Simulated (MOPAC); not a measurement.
Input file for MOPAC: PM6 on AsBFH3O (SMILES OB(F)[AsH2]), a point of a torsion scan.

```
PM6 1SCF PRECISE CHARGE=0 THREADS=1
AsBFH3O

O     -1.46918549 1     0.13491405 1    -0.53291598 1
B     -0.61709086 1    -0.42035785 1     0.33175876 1
F     -1.16019845 1    -1.37262725 1     1.09257526 1
As     1.35173399 1     0.04936197 1     0.62491522 1
H     -1.15847915 1     0.82936223 1    -1.11185332 1
H      1.71265226 1    -0.31669256 1    -0.79209401 1
H      1.69476256 1    -1.33957542 1     1.06008925 1
```

The log:

```
*******************************************************************************
 **                                                                           **
 **                              MOPAC v23.2.5                                **
 **                                                                           **
 *******************************************************************************
 ** MOPAC's Digital Object Identifier: https://doi.org/10.5281/zenodo.6511958 **
 **                                                                           **
 ** Please cite the open-source release paper for use of this MOPAC version:  **
 ** J. E. Moussa and J. J. P. Stewart (2026)                                  **
 ** MOPAC: An open-source semiempirical molecular orbital program             **
 ** J. Open Source Softw., 11(119), 8025, https://doi.org/10.21105/joss.08025 **
 *******************************************************************************

                              PM6 CALCULATION RESULTS

 *******************************************************************************
 *  PM6        - The PM6 Hamiltonian to be used
 *
 *
 *
 *                 CHARGE ON SYSTEM = 0
 *
 *
 *
 *  PRECISE    - TIGHTER CRITERIA TO BE USED
 *  1SCF       - DO 1 SCF AND THEN STOP
 *  THREADS=1  - MULTI-THREADING NOT USED
 *  T=         - A TIME OF 172800.0 SECONDS REQUESTED
 *  DUMP=N     - RESTART FILE WRITTEN EVERY 7200.0 SECONDS REQUESTED
 *******************************************************************************
PM6 1SCF PRECISE CHARGE=0 THREADS=1
 AsBFH3O

   ATOM   CHEMICAL          X               Y               Z
  NUMBER   SYMBOL      (ANGSTROMS)     (ANGSTROMS)     (ANGSTROMS)

     1       O         -1.46918549  *   0.13491405  *  -0.53291598  *
     2       B         -0.61709086  *  -0.42035785  *   0.33175876  *
     3       F         -1.16019845  *  -1.37262725  *   1.09257526  *
     4      As          1.35173399  *   0.04936197  *   0.62491522  *
     5       H         -1.15847915  *   0.82936223  *  -1.11185332  *
     6       H          1.71265226  *  -0.31669256  *  -0.79209401  *
     7       H          1.69476256  *  -1.33957542  *   1.06008925  *



          CARTESIAN COORDINATES

    NO.       ATOM           X           Y           Z

     1         O         -1.4692      0.1349     -0.5329
     2         B         -0.6171     -0.4204      0.3318
     3         F         -1.1602     -1.3726      1.0926
     4        As          1.3517      0.0494      0.6249
     5         H         -1.1585      0.8294     -1.1119
     6         H          1.7127     -0.3167     -0.7921
     7         H          1.6948     -1.3396      1.0601

 General Reference for PM6:
 "Optimization of Parameters for Semiempirical Methods V: Modification of NDDO Approximations
 and Application to 70 Elements", J. J. P. Stewart, J. Mol. Mod., 13, 1173-1213 (2007)
 URL: https://link.springer.com/article/10.1007/s00894-007-0233-4

           Empirical Formula: H3 O B F As  =     7 atoms



      MOLECULAR POINT GROUP   :   C1


      RHF CALCULATION, NO. OF DOUBLY OCCUPIED LEVELS = 12


 -------------------------------------------------------------------------------
 PM6 1SCF PRECISE CHARGE=0 THREADS=1
 AsBFH3O



     1SCF WAS SPECIFIED, SO BFGS WAS NOT USED
     SCF FIELD WAS ACHIEVED


                              PM6 CALCULATION
                                                       MOPAC v23.2.5 Linux




          FINAL HEAT OF FORMATION =          7.37666 KCAL/MOL =      30.86395 KJ/MOL


          COSMO AREA              =        106.44 SQUARE ANGSTROMS
          COSMO VOLUME            =         91.64 CUBIC ANGSTROMS

          IONIZATION POTENTIAL    =          9.537917 EV
          HOMO LUMO ENERGIES (EV) =         -9.538  0.433
          NO. OF FILLED LEVELS    =         12
          MOLECULAR WEIGHT        =        123.7531         POINT GROUP:  C1

          MOLECULAR DIMENSIONS (Angstroms)

            Atom       Atom       Distance
            H     7    H     5     4.19078
            H     6    F     3     3.56834
            H     6   As     4     1.11699


          SCF CALCULATIONS        =          1





   ATOM   CHEMICAL          X               Y               Z
  NUMBER   SYMBOL      (ANGSTROMS)     (ANGSTROMS)     (ANGSTROMS)

     1       O         -1.46918549  *   0.13491405  *  -0.53291598  *
     2       B         -0.61709086  *  -0.42035785  *   0.33175876  *
     3       F         -1.16019845  *  -1.37262725  *   1.09257526  *
     4      As          1.35173399  *   0.04936197  *   0.62491522  *
     5       H         -1.15847915  *   0.82936223  *  -1.11185332  *
     6       H          1.71265226  *  -0.31669256  *  -0.79209401  *
     7       H          1.69476256  *  -1.33957542  *   1.06008925  *

                             CARTESIAN COORDINATES

   1    O       -1.469185490     0.134914050    -0.532915980
   2    B       -0.617090860    -0.420357850     0.331758760
   3    F       -1.160198450    -1.372627250     1.092575260
   4   As        1.351733990     0.049361970     0.624915220
   5    H       -1.158479150     0.829362230    -1.111853320
   6    H        1.712652260    -0.316692560    -0.792094010
   7    H        1.694762560    -1.339575420     1.060089250


           Empirical Formula: H3 O B F As  =     7 atoms



      MOLECULAR POINT GROUP   :   C1


                  EIGENVALUES
 -40.52961 -30.99395 -20.73474 -18.33495 -16.43737 -15.83914 -15.30051 -15.04750
 -13.54171 -12.41682 -11.06889  -9.53792   0.43339   0.90760   2.91829   3.09383
   3.53127   4.04950   5.25266  53.74862  53.85589  53.97400  54.02683  54.12791


              NET ATOMIC CHARGES AND DIPOLE CONTRIBUTIONS

  ATOM NO.   TYPE          CHARGE      No. of ELECS.   s-Pop       p-Pop       d-Pop
    1          O          -0.515514        6.5155     1.68644     4.82907
    2          B           0.276581        2.7234     1.06985     1.65357
    3          F          -0.277601        7.2776     1.94949     5.32811
    4         As           0.181928        4.8181     1.74421     3.06513     0.00873
    5          H           0.350542        0.6495     0.64946
    6          H          -0.018218        1.0182     1.01822
    7          H           0.002281        0.9977     0.99772
 DIPOLE           X         Y         Z       TOTAL
 POINT-CHG.     3.464     2.390    -0.942     4.313
 HYBRID        -1.146    -1.019    -0.774     1.718
 SUM            2.318     1.371    -1.716     3.194


          ATOMIC ORBITAL ELECTRON POPULATIONS

     Atom    s        px        py        pz      x^2-y^2     xz        z^2       yz        xy
    1  O   1.68644   1.70921   1.56212   1.55775
    2  B   1.06985   0.72244   0.46892   0.46221
    3  F   1.94949   1.89646   1.67133   1.76032
    4 As   1.74421   0.88861   1.15082   1.02570   0.00236   0.00102   0.00299   0.00122   0.00116
    5  H   0.64946
    6  H   1.01822
    7  H   0.99772

 **********************
 *                    *
 * JOB ENDED NORMALLY *
 *                    *
 **********************




 == MOPAC DONE ==
```

The run finished.

Cost: about 0.03 core-seconds (a rough figure).
